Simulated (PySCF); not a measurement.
Sb(F)2(SiH3) (F2H3SbSi), SMILES [F][Sb]([F])[SiH3].

Geometry: B3LYP-D3(BJ)/def2-SVP. The geometry has at least one imaginary mode, so it is a saddle point at that level. The def2 effective core potentials stand for the cores of Sb; spin–orbit coupling is left out.

Calculation: C-PCM-PBE0/def2-SVP (PySCF 2.14.0).

The values are the electrostatic part of the solvation free energy, E(continuum) − E(gas) at the gas-phase geometry, in a cavity of scaled van der Waals radii (PySCF's table); cavitation and dispersion terms are not included. A continuum can't describe solvent molecules that bind to the metal. In vacuum the orbital gap is 5.56 eV. The dipole moment in vacuum is 3.32 D.

```
solvent                    ε  ΔG(elec) (kcal/mol)  dipole (D)  gap (eV)
---------------------  -----  -------------------  ----------  --------
water                  78.36                 -6.6        4.30      5.66
N,N-dimethylformamide  37.22                 -6.5        4.28      5.65
cyclohexanone          15.62                 -6.2        4.24      5.65
```
